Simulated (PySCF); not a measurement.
Input of a run (PBE0-D3(BJ)/def2-SVP geometry optimisation, gas phase (PySCF 2.14.0)), started from GFN2-xTB:
```
{"job": {"xc": "PBE0", "basis": "def2-SVP", "d3": "d3bj", "grid": 1, "maxiter": 30, "shake": 0.01, "kind": "geom"}, "charge": 0, "multiplicity": 1}
C     -0.452140    -1.024890    -1.649870
Ge    -0.007090    -0.005420    -0.003600
C     -0.041760     1.947900    -0.386990
C     -1.288380    -0.409650     1.422270
C      1.810780    -0.544380     0.593210
H     -1.466150    -0.716160    -2.006190
H     -0.456890    -2.072180    -1.473520
H      0.252060    -0.781780    -2.453690
H      0.238190     2.522320     0.529650
H     -1.008870     2.268760    -0.695290
H      0.682060     2.196960    -1.150050
H     -2.317510    -0.124910     1.126360
H     -1.356200    -1.463940     1.641910
H     -1.098830     0.129560     2.344810
H      1.846220    -1.612310     0.818650
H      2.554440    -0.306890    -0.152120
H      2.093560     0.008850     1.504630
```

Output (energies in Eh, forces in Eh/bohr):
```
step   0  E = -2235.84626761  max force = 0.037621
step   1  E = -2235.85042848  max force = 0.009019
step   2  E = -2235.85100553  max force = 0.002537
step   3  E = -2235.85119048  max force = 0.001350
step   4  E = -2235.85124797  max force = 0.001349
step   5  E = -2235.85129280  max force = 0.000726
step   6  E = -2235.85131714  max force = 0.000496
step   7  E = -2235.85134460  max force = 0.000898
step   8  E = -2235.85137398  max force = 0.001188
step   9  E = -2235.85139921  max force = 0.001031
step  10  E = -2235.85141139  max force = 0.000423
optimisation converged
```

Q: Summarise the run.

A: The energy falls by 3.2 kcal/mol over 11 energy and gradient evaluations, the largest force component goes from 0.0376 to 4.2e-04 Eh/bohr, and the atoms move by 0.035 Å rms after alignment. The bond that changes most is C1–H7 (sp3 carbon bound to germanium to methyl hydrogen), which lengthens by 0.039 Å. Bonds longer at the end by more than 0.005 Å: 7 of 16; shorter: 6. Among the angles that change most is H12–C4–H13, from 104.3° to 108.1°. The energy never rose by more than 1e-6 Eh on the way. The first step brought 81 % of the lowering.

Q: What are the final bond lengths?

A: C1–Ge2 1.957 Å, Ge2–C3 1.957 Å, Ge2–C4 1.957 Å, Ge2–C5 1.957 Å, C1–H6 1.101 Å, C1–H7 1.101 Å, C1–H8 1.101 Å, C3–H9 1.101 Å, C3–H10 1.101 Å, C3–H11 1.100 Å, C4–H12 1.101 Å, C4–H13 1.101 Å, C4–H14 1.100 Å, C5–H15 1.101 Å, C5–H16 1.101 Å, C5–H17 1.100 Å. Numbering counts from 1 in the input's order; the species is `[CH3][Ge]([CH3])([CH3])[CH3]`.

The run used 148 basis functions and 62 SCF cycles in all. Hardware: one thread, Arm Neoverse V2 (aarch64), no GPU, shared host with 192 logical CPUs at a one-minute load of 67. Cost: 89 s of wall time, 0.61 GiB resident at most.

Stationary, but not proved a minimum.
